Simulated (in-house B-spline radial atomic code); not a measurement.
Ionisation energies along the 14-electron series, configuration [Ne] 3s2 3p2, as differences of self-consistent energies. NIST's values go from ground level to ground level; the uncertainty of those that are theory runs from under 0.1 % in few-electron ions to several per cent in heavy many-electron ones. Computed with an all-electron radial atomic-structure program (B-spline basis): non-relativistic Hartree-Fock, average of the configuration, point nuclei.

This level leaves out relativity, spin-orbit splitting included, which matters for heavy ions.

| ion | configuration after | ionisation energy (eV) | IE/(q+1)² (eV) | -ε less Coulomb ΔSCF (eV) | tabulated value (eV) | tabulated kind | computed minus tabulated (eV) |
| --- | --- | --- | --- | --- | --- | --- | --- |
| Ag33+ | [Ne] 3s2 3p1 | 2023.8 | 1.7507 | 0.4618 | 2077 | semi-empirical | -53 |
| Cd34+ | [Ne] 3s2 3p1 | 2136.6 | 1.7441 | 0.46268 | 2195 | semi-empirical | -58 |
| In35+ | [Ne] 3s2 3p1 | 2252.3 | 1.7379 | 0.46354 | 2317 | semi-empirical | -65 |
| Sn36+ | [Ne] 3s2 3p1 | 2371.2 | 1.732 | 0.46435 | 2443 | semi-empirical | -72 |
| Sb37+ | [Ne] 3s2 3p1 | 2493.0 | 1.7265 | 0.46514 | 2567 | tabulated theory | -74 |
| Te38+ | [Ne] 3s2 3p1 | 2617.9 | 1.7211 | 0.4659 | 2700 | tabulated theory | -82 |
| I39+ | [Ne] 3s2 3p1 | 2745.8 | 1.7161 | 0.46664 | 2836 | tabulated theory | -90 |
| Xe40+ | [Ne] 3s2 3p1 | 2876.7 | 1.7113 | 0.46735 | 2975 | tabulated theory | -98 |
| Cs41+ | [Ne] 3s2 3p1 | 3010.6 | 1.7067 | 0.46803 | 3118 | tabulated theory | -107 |
| Ba42+ | [Ne] 3s2 3p1 | 3147.6 | 1.7023 | 0.46869 | 3266 | tabulated theory | -118 |
| La43+ | [Ne] 3s2 3p1 | 3287.6 | 1.6981 | 0.46933 | 3416 | tabulated theory | -128 |
| Ce44+ | [Ne] 3s2 3p1 | 3430.6 | 1.6941 | 0.46995 | 3570 | tabulated theory | -139 |
| Pr45+ | [Ne] 3s2 3p1 | 3576.6 | 1.6903 | 0.47055 | 3729 | tabulated theory | -152 |
| Nd46+ | [Ne] 3s2 3p1 | 3725.7 | 1.6866 | 0.47112 | 3891 | tabulated theory | -165 |
| Pm47+ | [Ne] 3s2 3p1 | 3877.8 | 1.6831 | 0.47168 | 4056 | tabulated theory | -178 |
| Sm48+ | [Ne] 3s2 3p1 | 4032.9 | 1.6797 | 0.47223 | 4227 | tabulated theory | -194 |
| Eu49+ | [Ne] 3s2 3p1 | 4191.0 | 1.6764 | 0.47275 | 4400 | tabulated theory | -209 |
| Gd50+ | [Ne] 3s2 3p1 | 4352.2 | 1.6733 | 0.47326 | 4578 | tabulated theory | -226 |
| Tb51+ | [Ne] 3s2 3p1 | 4516.4 | 1.6703 | 0.47376 | 4760 | tabulated theory | -244 |
| Dy52+ | [Ne] 3s2 3p1 | 4683.6 | 1.6673 | 0.47424 | 4945 | tabulated theory | -261 |
| Ho53+ | [Ne] 3s2 3p1 | 4853.8 | 1.6645 | 0.47471 | 5135 | tabulated theory | -281 |
| Er54+ | [Ne] 3s2 3p1 | 5027.1 | 1.6618 | 0.47516 | 5329 | tabulated theory | -302 |
| Tm55+ | [Ne] 3s2 3p1 | 5203.4 | 1.6592 | 0.4756 | 5527 | tabulated theory | -324 |
| Yb56+ | [Ne] 3s2 3p1 | 5382.7 | 1.6567 | 0.47603 | 5731 | tabulated theory | -348 |

(1) How far is this level of theory from the measured and semi-empirical values?

## Answers

(1) Over those 4 rows the differences run from -71.8 to -53.2 eV (mean absolute value 62 eV). The calculation leaves out relativity, correlation and, in open shells, the multiplet splittings that an average leaves out.
